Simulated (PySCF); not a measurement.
**Working out the excitation energy of Se+**

Se+ [Ar] 3d10 4s2 4p3 (4S) → Se+ [Ar] 3d10 4s1 4p4 (4P). Calculation: PySCF 2.14, in aug-cc-pVDZ-PP with ECP10MDF (5s4p3d, 32 functions); scalar relativity through the core potential. Frozen: 3s2 3p6 3d10. Energies in hartree (1 hartree = 27.21139 eV):

```
             part  Se+ (lower)  Se+ (upper)
              UHF  -371.533250  -371.130151
MP2 opposite-spin    -0.042077    -0.045049
    MP2 same-spin    -0.015520    -0.015157
```

Question: What does Hartree-Fock give?

Answer: (-371.130151) − (-371.533250) = 0.403099 hartree = 10.969 eV.

Question: What do MP2 and SCS-MP2 (6/5 opposite-spin, 1/3 same-spin) give?

Answer: The opposite-spin parts differ by -0.081 eV and the same-spin parts by 0.010 eV. MP2: 10.969 + (-0.081) + (0.010) = 10.898 eV. SCS-MP2: 10.969 + 1.2 × (-0.081) + (0.010)/3 = 10.875 eV.

Measured between the centres of the two terms (NIST): 10.523 eV, so MP2 (valence) is off by 0.375 eV.

A double-zeta basis recovers only part of the correlation energy.

What remains against the reference includes basis incompleteness, the frozen core and correlation beyond second order.
